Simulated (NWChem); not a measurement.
**Correlation energy of H$_{3}$ClSi**

SMILES: [SiH3]Cl
```xyz
5

Si     0.9965     0.0279     0.0000
Cl    -1.0818    -0.0303     0.0000
H      1.4600     0.7444     1.2180
H      1.4600     0.7444    -1.2180
H      1.5191    -1.3644     0.0000
```
Charge 0, spin multiplicity 1.

The numbers come from NWChem runs, not from measurements. The geometry was optimised at B3LYP/def2-SVP, a minimum by its harmonic frequencies.

Basis set: 6-31G*. Each correlation energy counts from its own Hartree-Fock reference.

The correlated methods keep 10 core orbitals frozen. The Pople sets run with spherical d functions. The structure started from a generated list of species. Coupled-cluster values serve here as a point of comparison, not as the truth.

| method | correlation energy (mHa) |
|---|---|
| MP2 | [?] |
| SCS-MP2 | [?] |
| CR-CCSD[T] | -240.1 |
| CR-CCSD(T) | -239.9 |
| CCSD | [?] |
| CCSD+T(CCSD) | -240.9 |
| CCSD(T) | -240.8 |

Task: Some entries are withheld; supply them.

Result: 
- MP2, correlation energy (mHa): -203.9
- SCS-MP2, correlation energy (mHa): -205.7
- CCSD, correlation energy (mHa): -235.6
